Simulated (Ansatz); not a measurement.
Compare A (`C1[O][GaH][S]1`) with its isomer B (`[OH][Ga]1[CH2][S]1`).

Isolated molecules relaxed with PBE0-D4/def2-TZVP in Ansatz; ΔE leaves out vibrations. CBS: MP2 limit from def2 TZ/QZ plus the TZ coupled-cluster correction, frozen cores. Functionals use def2-TZVPP. B3LYP here is the variant with VWN-RPA as its local correlation; programs differ in this. For Ga outer-core shells are correlated without core-valence functions, which leaves a few kJ/mol of doubt a bond. Scalar relativity is left out up to krypton. One conformer a species, not always the lowest.

Question: Which is lower in electronic energy at CCSD(T)/CBS, and by how much? (Best estimate.)

Answer: The calculation gave: A, by 7.3 kcal/mol.

Question: Give E(B) − E(A) in kcal/mol with B3LYP-D4, CCSD/def2-TZVPP, r2SCAN-D4, PBE-D4, ωB97M-V, B3LYP, HF/def2-TZVPP. (An estimate is asked.)

Answer: Computed: B3LYP-D4 10.2, CCSD/def2-TZVPP 8.5, r2SCAN-D4 9.8, PBE-D4 9.6, ωB97M-V 9.8, B3LYP 9.5, HF/def2-TZVPP 11.8. None reverses the order clearly.

Question: Does the order hold for the free energy at 298.15 K (harmonic terms from PBE0-D4)? (Estimate.)

Answer: The calculation gave: Yes: G(B) − G(A) = +7.4 kcal/mol, for one conformer each.

Largest T1 diagnostic: 0.016.

From BLYP to BHLYP (50 % exact exchange), in def2-TZVPP and without D4, E(B) − E(A) moves by +1.7 kcal/mol. In def2-TZVPP, CCSD(T) changes the Hartree–Fock value by −3.5 kcal/mol (the triples alone add −0.2 kcal/mol) and MP2 by −5.3 kcal/mol.
